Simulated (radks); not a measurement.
Problem. The mean radii <r> (bohr) of the occupied orbitals of an atom or ion are listed with their occupations. Calculated with a radial shooting solver on a logarithmic mesh with Libxc functionals: scalar-relativistic Kohn-Sham, r2SCAN, spin-polarised, spherical densities, finite nucleus; meta-GGA in the generalised Kohn-Sham scheme; Fermi nuclear charge, rms radius of each element as measured or else 0.836 A^(1/3) + 0.57 fm.

| orbital | occ. | <r> |
|---|---|---|
| 1s up | 1 | 0.03429 |
| 1s down | 1 | 0.03429 |
| 2s up | 1 | 0.1483 |
| 2s down | 1 | 0.1482 |
| 2p up | 3 | 0.1293 |
| 2p down | 3 | 0.1292 |
| 3s up | 1 | 0.3777 |
| 3s down | 1 | 0.3783 |
| 3p up | 3 | 0.3698 |
| 3p down | 3 | 0.3705 |
| 3d up | 1 | 0.3332 |

Name the element and its charge. Open shells, if any, are filled with parallel spins first.

Solution. Z = 43, technetium, charge +24: Tc24+ in [Ar] 3d1. The 1s radius gives Z: for a bare nucleus <r> = (2 gamma + 1)/(2Z) with gamma = sqrt(1 - (Z/c)^2), 0.03371 bohr for Z = 43, and screening makes it slightly larger (0.03429 here). The occupations add up to 19, and the charge is Z minus that.
